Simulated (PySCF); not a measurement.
# K⁷⁺ (potassium, charge +7) across methods

[Ne] 3s2, closed-shell 1S. Calculation: PySCF 2.14, in an uncontracted even-tempered set (19 s from 0.32 bohr⁻², ratio 2.5; 12 p from 0.42 bohr⁻², ratio 2.5; 5 d from 1.9 bohr⁻², ratio 2.7; 5 f from 2.9 bohr⁻², ratio 2.7); scalar relativity by spin-free X2C-1e.

```
method  E (hartree)  mean ε 2s (eV)  mean ε 2p (eV)  mean ε 3s (eV)  Σ⟨r²⟩ (bohr²)   ⟨S²⟩
   LDA     -584.225         -488.23         -417.17         -145.92          3.933  0.000
  PBE0     -585.824         -500.88         -425.78         -147.85          3.935  0.000
  BP86     -586.040         -489.83         -417.58         -146.00          3.925  0.000
  TPSS     -586.004         -491.81         -418.17         -145.90          3.935  0.000
   UHF   -585.47237         -533.28         -449.58         -152.89          3.954  0.000
   PBE     -585.789         -489.58         -417.35         -145.79          3.933  0.000
```

Estimate the same row for r2SCAN.

E (hartree) = -585.936; mean ε 2s (eV) = -495.67; mean ε 2p (eV) = -420.95; mean ε 3s (eV) = -146.09; Σ⟨r²⟩ (bohr²) = 3.945; ⟨S²⟩ = 0.000.
